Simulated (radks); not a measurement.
Results of a calculation; reference values are marked as such.
Task: Pb II, 81 electrons, occupied as [Hg] 6p1. Code: a radial shooting solver on a logarithmic mesh with Libxc functionals. Model: scalar-relativistic Kohn-Sham, r2SCAN, spin-unpolarised, spherical densities, finite nucleus; meta-GGA in the generalised Kohn-Sham scheme; Fermi nuclear charge, rms radius 5.5012 fm. Some entries of the table are withheld. Estimate them.

orbital,occ.,eigenvalue (eV),<r^2> (bohr^2),<r> (bohr)
1s,2,-88190.18,0.0003575,0.01606
2s,2,-15810.94,0.005421,0.06760
2p,6,-13564.45,(1),0.06144
3s,2,-3813.316,0.03481,(2)
3p,6,-3166.375,0.03609,0.1764
3d,10,-2504.109,0.02995,0.1600
4s,2,-876.4462,0.1665,0.3842
4p,6,-663.5268,(3),0.4096
4d,10,-415.4966,0.2141,0.4308
5s,2,(4),0.8222,0.8566
4f,14,-142.1833,0.2468,0.4539
5p,6,-95.8221,1.081,0.9788
5d,10,-29.5517,1.962,1.298
6s,2,-19.5738,5.720,2.250
6p,1,-9.7592,10.09,2.976

Result: 
(1) 2p <r^2> (bohr^2): 0.004619
(2) 3s <r> (bohr): 0.1744
(3) 4p <r^2> (bohr^2): 0.1905
(4) 5s eigenvalue (eV): -154.6755
